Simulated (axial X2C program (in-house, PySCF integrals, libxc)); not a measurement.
LiW⁺: cheaper levels and CCSD(T), 2c

Computed with an axial X2C code built on PySCF integrals. Two-component (2c) means X2C with spin–orbit coupling and atomic mean-field two-electron Coulomb and Gaunt terms. Basis: W dyall-cv3z [13s14p9d7f4g], Li dyall-cv3z [7s8p2d] (cores contracted in-house); Gaussian nuclei, density fitting, unrestricted open shells. Masses: W 183.951 u, Li 7.016 u.

State: Ω = 3 (⟨Sz⟩ = 2.98, ⟨Lz⟩ = 0.02 at HF); fragments W + Li+.

```tsv
level	Re (Å)	ωe (cm⁻¹)
PBE0	2.837	240.6
HF	2.883	247.8
MP2	2.862	249.9
CCSD	2.870	248.1
```

Correlated methods: 6 electrons correlated (number of frozen shells: W 5 s, 4 p, 2 d, 1 f; Li 1 s), 290 virtual spin orbitals or spinors in MP2, 47 natural virtuals in coupled cluster.

CCSD(T), same Hamiltonian and basis:

Re = 2.872 Å, ωe = 247.6 cm⁻¹; T1 = 0.015 (Lee–Taylor normalisation).

Question: Give the differences from CCSD(T) in the columns below.

Answer: 

```json
{"level": "PBE0", "ΔRe (Å)": "-0.035", "Δωe (cm⁻¹)": "-7.0"}
{"level": "HF", "ΔRe (Å)": "0.011", "Δωe (cm⁻¹)": "0.2"}
{"level": "MP2", "ΔRe (Å)": "-0.010", "Δωe (cm⁻¹)": "2.3"}
{"level": "CCSD", "ΔRe (Å)": "-0.002", "Δωe (cm⁻¹)": "0.5"}
```

The state is a single determinant with fixed occupations, the lowest that a limited PBE0 search found. De is not given where an atomic determinant may have missed its ground term or J level, or where the truncated virtual space spoils (T). Density functionals use the spin component along the axis (collinear). CCSD and (T) use frozen natural virtuals with an MP2 correction for the truncation; (T) itself is uncorrected, so its De runs slightly low. Other states lie close and PBE0, whose exact exchange favours high spin, may order them wrongly; the determinant shown need not be the ground state. The nearest other 2c determinant of the search, Ω = 1, lies 0.37 eV up at the distance of the search. Without a current term, density functionals place determinants with orbital angular momentum somewhat too high. With several unpaired electrons one determinant need not be a pure state. Open-shell Ω = 0 determinants with evenly filled partner blocks cannot be reached by this program, so the Ω shown need not be the lowest component. With the outer-core shells frozen, correlated bond lengths of heavy atoms tend to come out a few hundredths of an ångström too long.
